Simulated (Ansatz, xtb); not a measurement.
## C5H6N2O2: which of two isomers lies lower

Structure a: `COc1c[nH]c(C=O)n1`, a singlet. Structure b: `COc1cnc(C=O)[nH]1`, a singlet. Both are isolated molecules in the gas phase, relaxed with PBE-D3(BJ)/def2-SVP, each in the lowest conformer that the search found.

Q: Estimate E(b) − E(a) at the level CCSD(T)/def2-SVP + ΔMP2/def2-TZVPP.

A: Calculated at CCSD(T)/def2-SVP + ΔMP2/def2-TZVPP: E(b) − E(a) = +0.101 eV, so structure a lies lower.

Level by level:

```csv
level,geometry,E(b) − E(a) (eV),departure from the last row (eV),"job, with rough time for the two"
GFN2-xTB,GFN2-xTB,+0.053,−0.048,"optimisation, 0.38 s"
HF/STO-3G,GFN2-xTB,−0.052,−0.153,"single point, 2.6 s"
r2SCAN-D4/def2-SVP,GFN2-xTB,+0.116,+0.014,"single point, 17 s"
PBE-D3(BJ)/def2-SVP,PBE-D3(BJ)/def2-SVP,+0.111,+0.010,"optimisation, 96 s"
HF/def2-SVP,PBE-D3(BJ)/def2-SVP,+0.027,−0.074,part of the CCSD(T) run
MP2/def2-SVP,PBE-D3(BJ)/def2-SVP,+0.133,+0.032,part of the CCSD(T) run
CCSD(T)/def2-SVP,PBE-D3(BJ)/def2-SVP,+0.106,+0.005,single point
CCSD(T)/def2-SVP + ΔMP2/def2-TZVPP,PBE-D3(BJ)/def2-SVP,+0.101,,"single point, 10 min"
```

As drawn, both hold the same kinds of bond in the same numbers.

HF/STO-3G puts the two in the other order. The largest departure from CCSD(T)/def2-SVP + ΔMP2/def2-TZVPP is that of HF/STO-3G, 0.153 eV. The last row adds to CCSD(T) the change of the MP2 difference between the two basis sets, here −0.005 eV.

With thermal terms from frequencies at re-optimised GFN2-xTB minima (ideal gas, soft modes damped towards free rotors, one conformer each, 298.15 K, 1 atm): the zero-point term adds +0.004 eV; ΔH is +0.104 and ΔG +0.108 eV.

The correlated steps freeze 9 core orbitals. Programs: Ansatz 0.2.0, xtb 6.7.1; the last row on 2 threads of AMD EPYC (Zen 3) on a shared host.
